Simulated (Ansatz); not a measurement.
Geometry optimisation, Ansatz 0.2.0, RHF/def2-SVP.

Input:

```yaml
crystal:
  periodic: [false, false, false]
  atoms:
    - { symbol: Ga, position_ang: [-0.460893, 0.0, -0.266155] }
    - { symbol: H, position_ang: [1.75369, 0.0, 1.421148] }
    - { symbol: H, position_ang: [2.107546, 0.0, 0.808317] }
    - { symbol: Cl, position_ang: [-2.401943, 0.0, -1.38681] }
basis:
  gaussian: { orbitals: def2-SVP }
hamiltonian:
  xc: hf
relax:
  f_tol: 0.03
  max_steps: 50
output:
  orbitals: {}
```

Command:

```bash
$ ansatz run input.yaml --threads 1 --pin off --max-ram 2048MiB --backend cpu --events-out ev --progress --plain --runs-dir out
```

Problem. Where does it end, and by what steps?

Solution. The run converged. The force dipped under the threshold on the way, but the program's further checks kept it going. After 10 steps the energy has fallen by 0.379 eV; Ga1 moved furthest, 1.42 Å.

| step | energy less start (eV) | largest force component (eV/Å) | accepted |
| --- | --- | --- | --- |
| 0 | 0.0000 | 1.496 | yes |
| 1 | -0.2386 | 0.242 | yes |
| 2 | -0.3148 | 0.140 | yes |
| 3 | -0.3482 | 0.080 | yes |
| 4 | -0.3683 | 0.036 | yes |
| 5 | -0.3725 | 0.059 | yes |
| 6 | -0.3751 | 0.083 | yes |
| 7 | -0.3770 | 0.018 | yes |
| 8 | -0.3778 | 0.013 | yes |
| 9 | -0.3783 | 0.006 | yes |
| 10 | -0.3785 | 0.001 | yes |

```xyz
4
Properties=species:S:1:pos:R:3
Ga -1.693 0.000 -0.978
H 2.971 0.000 2.147
H 3.344 0.000 1.500
Cl -3.623 0.000 -2.092
```

Whether the end is a true minimum wasn't checked by a vibrational analysis.

The run took 13 s on 1 thread of Arm Neoverse N1, on a shared host, peak memory 0.1 GiB.
